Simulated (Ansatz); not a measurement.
Cost and result for the atomization energy of AsP (`P#[As]`) (2 atoms, 1 bond).

Cartesian coordinates in Å:
```
P -0.5946 0.5735 -0.5526
As 0.5946 -0.5735 0.5526
```

Charge 0, multiplicity 1. Correlated methods include outer-core shells of As, which these sets cover unevenly. Scalar relativity is left out up to krypton. The structure was optimised at the PBE0-D4/def2-TZVP level. Program: Ansatz. All runs use 2 threads of an AMD EPYC 7R13 on a shared host. Times are those of one run each, without the atoms' runs, and a repeat can differ threefold. Electronic energies, without spin–orbit coupling; frozen cores. CCSD(T)/CBS adds CCSD(T) − MP2 in def2-TZVPP to the MP2 limit, and its time is that of the two runs behind it. T1 = 0.014; the RHF reference is unstable towards UHF. With those shells the extrapolation isn't a true limit. B3LYP takes the VWN-RPA correlation (the form of Gaussian; ORCA's B3LYP/G).

CCSD(T)/CBS is a level of theory with its own doubt, some kJ/mol a heavy atom from the limit and from the frozen cores, so smaller differences don't rank the functionals.

| level | functions | wall time |
| --- | --- | --- |
| BLYP-D4/def2-TZVPP | 90 | 0.5 s |
| PBE-D4/def2-TZVPP (with forces) | 90 | 0.55 s |
| CCSD(T)/def2-SVP | 50 | 0.55 s |
| PBE0-D4/def2-TZVPP | 90 | 0.65 s |
| B3LYP-D4/def2-TZVPP (with forces) | 90 | 0.75 s |
| CAM-B3LYP-D4/def2-TZVPP | 90 | 0.8 s |
| RPA@PBE/def2-TZVPP | 90 | 0.9 s |
| PBE-QIDH/def2-TZVPP | 90 | 1.1 s |
| r2SCAN-D4/def2-TZVPP (with forces) | 90 | 1.2 s |
| CCSD(T)/def2-TZVPP | 90 | 1.9 s |
| ωB97M-V/def2-TZVPP (with forces) | 90 | 2 s |
| CCSD(T)/def2-QZVPP | 159 | 7.5 s |
| CCSD(T)/CBS(def2) | – | 9.4 s |

Task: What atomization energy does each give, and how far from CCSD(T)/CBS? (Estimate.)

Result: Computed: 
```
                             level  atomization (kcal/mol)  difference from CCSD(T)/CBS  per bond
                BLYP-D4/def2-TZVPP                   111.7                          8.9       8.9
   PBE-D4/def2-TZVPP (with forces)                   109.5                          6.7       6.7
                  CCSD(T)/def2-SVP                    80.6                        -22.2     -22.2
                PBE0-D4/def2-TZVPP                    98.3                         -4.5      -4.6
 B3LYP-D4/def2-TZVPP (with forces)                   104.5                          1.7       1.7
           CAM-B3LYP-D4/def2-TZVPP                    98.3                         -4.5      -4.6
                RPA@PBE/def2-TZVPP                    96.3                         -6.5      -6.6
               PBE-QIDH/def2-TZVPP                    94.3                         -8.5      -8.5
r2SCAN-D4/def2-TZVPP (with forces)                   100.2                         -2.6      -2.7
                CCSD(T)/def2-TZVPP                    93.1                         -9.7      -9.7
  ωB97M-V/def2-TZVPP (with forces)                   100.9                         -1.9      -1.9
                CCSD(T)/def2-QZVPP                    99.0                         -3.8      -3.9
                 CCSD(T)/CBS(def2)                   102.8                          0.0       0.0
```

At CCSD(T), def2-SVP lies −22.2 kcal/mol from the extrapolated value and def2-TZVPP −9.7 kcal/mol: correlation converges slowly with the basis, and small sets miss more of it in the bonded molecule than in its fragments. From PBE to PBE0 (25 % exact exchange), in def2-TZVPP and without D4, the atomization energy moves by −11.0 kcal/mol: exact exchange takes away binding that semilocal exchange gives to molecules. Leaving LDA and LC-ωPBE aside and taking each functional with its dispersion term where it has one, the values, not all of them listed here, spread over 20.5 kcal/mol, from BHLYP-D4 to BLYP-D4. LDA lies +23.8 kcal/mol from PBE without D4, its usual overbinding.
